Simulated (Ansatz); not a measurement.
Computed with Ansatz on PBE0-D4/def2-TZVP structures; ΔE is electronic, products minus reactants. CCSD(T)/CBS adds triple-zeta CCSD(T) − MP2 to the extrapolated MP2 energy (def2 sets, frozen cores). Each species was taken in one conformer, which may not be the lowest.

`BB(O)S` + `N[SiH]1CN1` → `BN[SiH]1CN1` + `OBS`  (cleavage of the B–B bond)

```tsv
species	CCSD(T)/CBS(def2) energy (Eh)
`BB(O)S`	-524.98370
`N[SiH]1CN1`	-440.14633
`BN[SiH]1CN1`	-465.57022
`OBS`	-499.62211
```

Problem. Work out ΔE.

Solution. ΔE = (-465.57022) + (-499.62211) − (-524.98370) − (-440.14633) = -0.06230 Eh = -163.6 kJ/mol.

Largest T1 diagnostic among the species: 0.014.
